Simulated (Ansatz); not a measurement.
Energy difference 3 R1 + R2 → 3 P1 + P2, each structure at its B3LYP-D3(BJ)/def2-TZVP stationary point, reached from a drawn start (curvature not checked).
R1: H2O (SMILES O), charge 0, multiplicity 1.
P1: NH3 (SMILES N), charge 0, multiplicity 1.
R2: B3H6N3 (SMILES B1NBNBN1), charge 0, multiplicity 1.
P2: B3H3O3 (SMILES B1OBOBO1), charge 0, multiplicity 1.

P less R. No zero-point or thermal terms.

Cores are frozen in the correlated methods.

Programs: Ansatz (an electronic-structure program). No computed number here is a measurement.

Total energies in hartree:

```json
[
 {"structure": "R1", "PBE/def2-TZVPP": "-76.380147", "r2SCAN/def2-TZVPP": "-76.423173", "CCSD(T)/cc-pVTZ": "-76.332115"},
 {"structure": "P1", "PBE/def2-TZVPP": "-56.510610", "r2SCAN/def2-TZVPP": "-56.548531", "CCSD(T)/cc-pVTZ": "-56.473042"},
 {"structure": "R2", "PBE/def2-TZVPP": "-242.425158", "r2SCAN/def2-TZVPP": "-242.614324", "CCSD(T)/cc-pVTZ": "-242.226967"},
 {"structure": "P2", "PBE/def2-TZVPP": "-302.058707", "r2SCAN/def2-TZVPP": "-302.269987", "CCSD(T)/cc-pVTZ": "-301.839761"}
]
```

Work out the reaction energy at each level in kcal/mol (1 hartree = 627.50947 kcal/mol), and say how far PBE/def2-TZVPP lies from CCSD(T)/cc-pVTZ.


- PBE/def2-TZVPP: 3 × (-56.510610) + (-302.058707) − (-242.425158) − 3 × (-76.380147) = -0.024938 hartree = -15.65 kcal/mol
- r2SCAN/def2-TZVPP: 3 × (-56.548531) + (-302.269987) − (-242.614324) − 3 × (-76.423173) = -0.031737 hartree = -19.92 kcal/mol
- CCSD(T)/cc-pVTZ: 3 × (-56.473042) + (-301.839761) − (-242.226967) − 3 × (-76.332115) = -0.035575 hartree = -22.32 kcal/mol
PBE/def2-TZVPP less CCSD(T)/cc-pVTZ: 6.67 kcal/mol. CCSD(T)/cc-pVTZ is the level counted from, the highest shown, and no exact or measured value.
